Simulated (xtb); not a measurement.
xtb input (GFN2-xTB):

```bash
xtb mol.xyz --gfn 2 --ohess tight --chrg 1 --uhf 0
```
mol.xyz:
```
8

O      1.00044960    -1.29527981     0.02621969
Si     0.14015556     0.05450443     0.02758564
O     -1.44317155    -0.57790607    -0.23253821
F     -0.02014008     0.82455460     1.34568905
F      0.35834096     1.03158624    -1.16147114
H      1.86842574    -1.49296597    -0.19569836
H     -1.62896945    -1.51761171    -0.46822734
H     -2.31292922    -0.14229305     0.04841155
```

End of the output:

```
   temp. (K)  partition function   enthalpy   heat capacity  entropy
                                   cal/mol     cal/K/mol   cal/K/mol   J/K/mol
 298.15  VIB   31.8                 2701.849     16.726     15.889
         ROT  0.114E+06              888.752      2.981     26.114
Note: The following floating-point exceptions are signalling: IEEE_UNDERFLOW_FLAG IEEE_DENORMAL
normal termination of xtb
         INT  0.361E+07             3590.602     19.707     42.003
         TR   0.984E+27             1481.254      4.968     39.733
         TOT                        5071.8555    24.6751    81.7362   341.9841

       T/K    H(0)-H(T)+PV         H(T)/Eh          T*S/Eh         G(T)/Eh
   ------------------------------------------------------------------------
    298.15    0.808252E-02    0.493113E-01    0.388355E-01    0.104758E-01
   ------------------------------------------------------------------------

         :::::::::::::::::::::::::::::::::::::::::::::::::::::
         ::                  THERMODYNAMIC                  ::
         :::::::::::::::::::::::::::::::::::::::::::::::::::::
         :: total free energy         -20.572062018095 Eh   ::
         ::.................................................::
         :: total energy              -20.582537861954 Eh   ::
         :: zero point energy           0.041228810354 Eh   ::
         :: G(RRHO) w/o ZPVE           -0.030752966495 Eh   ::
         :: G(RRHO) contrib.            0.010475843858 Eh   ::
         :::::::::::::::::::::::::::::::::::::::::::::::::::::
imag cut-off (cm-1) :    5.00
 found            1  significant imaginary frequency
 writing imag mode distorted coords to xtbhess.xyz
 for further optimization.

optimized geometry written to: xtbopt.xyz

           -------------------------------------------------
          | TOTAL ENERGY              -20.582537861954 Eh   |
          | TOTAL ENTHALPY            -20.533226535346 Eh   |
          | TOTAL FREE ENERGY         -20.572062018095 Eh   |
          | GRADIENT NORM               0.000353818931 Eh/α |
          | HOMO-LUMO GAP               9.106998465386 eV   |
           -------------------------------------------------

------------------------------------------------------------------------
------------------------------------------------------------------------
 total:
 SCF:
 ANC optimizer:
 analytical hessian:
```

It need not be the lowest isomer of its formula.
